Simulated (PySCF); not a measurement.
Highest occupied level (eV) of eight silicon and germanium compounds: PBE beside PBE0, computed with PySCF for isolated molecules in the bases named; differences from unrounded values. The eight are the first of their class met in an unordered collection, after screening for sound electronic states; none was chosen by its value. Each molecule has one DFT geometry for both levels.

```json
[
 {"molecule": "BH7OSi2, SMILES OB([SiH3])[SiH3]", "basis": "def2-TZVP", "PBE0": "-7.29", "PBE": "-6.15", "difference": "1.14"},
 {"molecule": "C₄H₈OSi, SMILES C[SiH]1CC(=O)C1", "basis": "def2-TZVP", "PBE0": "-6.95", "PBE": "-5.47", "difference": "1.48"},
 {"molecule": "Ge(H)2(PH2)2 (GeH6P2), SMILES [PH2][GeH2][PH2]", "basis": "def2-TZVPD", "PBE0": "-7.09", "PBE": "-6.08", "difference": "1.01"},
 {"molecule": "Si(Br)(OH)2(NH2) (BrH4NO2Si), SMILES O[Si](N)(O)Br", "basis": "def2-TZVP", "PBE0": "-7.87", "PBE": "-6.45", "difference": "1.42"},
 {"molecule": "C5H12Si, SMILES C[C@@H]1C[C@@]1(C)[SiH3]", "basis": "def2-TZVP", "PBE0": "-7.60", "PBE": "-6.40", "difference": "1.20"},
 {"molecule": "Ge(F)2(SH)2 (F₂GeH₂S₂), SMILES [F][Ge]([F])([SH])[SH]", "basis": "def2-TZVP", "PBE0": "-8.35", "PBE": "-7.05", "difference": "1.30"},
 {"molecule": "3-silylprop-2-yn-1-amine (C₃H₇NSi), SMILES NCC#C[SiH3]", "basis": "def2-TZVP", "PBE0": "-7.37", "PBE": "-5.92", "difference": "1.44"},
 {"molecule": "C2H9FSi3, SMILES F[C@H]1C[SiH2][Si@@H]1[SiH3]", "basis": "def2-TZVP", "PBE0": "-7.51", "PBE": "-6.40", "difference": "1.11"}
]
```

PBE lies below PBE0 in 0 and above it in 8 of the eight; the mean signed difference is 1.26 and the largest 1.48 eV.
